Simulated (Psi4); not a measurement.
A dimer, N2 ··· H3B (SMILES N#N and B); the first 2 atoms form monomer A.

```
6

N      0.5455     0.0000     0.0000
N     -0.5455     0.0000     0.0000
B     -2.0164    -0.0793    -0.0463
H     -2.0617    -0.0940     1.1420
H     -2.0532     0.9562    -0.6300
H     -1.9332    -1.1001    -0.6509
```

Question: What interaction energy does SAPT0/jun-cc-pVDZ, frozen core (Psi4) give, and which attractive term is the largest?

Answer: Total 50.41 kJ/mol: electrostatics -321.16, exchange 801.09, induction -333.50, dispersion -96.02. The most attractive term is induction.
